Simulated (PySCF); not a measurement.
Coordinates in bohr (charge 0 multiplicity 2):
```
Ir    0.4538   -0.2944    0.0786
S    -2.8584    1.7231   -0.5487
H     1.0955    0.3591    2.8422
H     2.3985    1.8428   -0.2527
```

Level of theory: PySCF, UPBE0, basis Ir def2-TZVP with ECP60, S def2-TZVP, H def2-TZVP (scalar-relativistic core potentials, no spin–orbit coupling, density fitting).

This geometry of H₂IrS is a stationary point at this level.

(1) What is the point group?

(2) Is it a minimum?

(3) List the harmonic modes with their infrared intensities.

(4) What are the dipole moment and the gap between the highest occupied and lowest empty levels of either spin?

(5) What is the atomisation energy, with and without zero-point energy?

Results:

(1) C1.

(2) Yes: all harmonic wavenumbers are real.

(3) 
```csv
symmetry,ω (cm⁻¹),IR (km/mol)
a,84,21.0
a,494,29.7
a,555,7.2
a,777,21.2
a,2404,6.7
a,2433,28.3
```

(4) 2.32 D and 2.36 eV.

(5) 1016 kJ/mol without, 975 kJ/mol with.

This need not be the most stable arrangement of these atoms. With open d or f shells other occupations or spin states may lie lower. No spin–orbit coupling is included, which matters more the heavier the element.
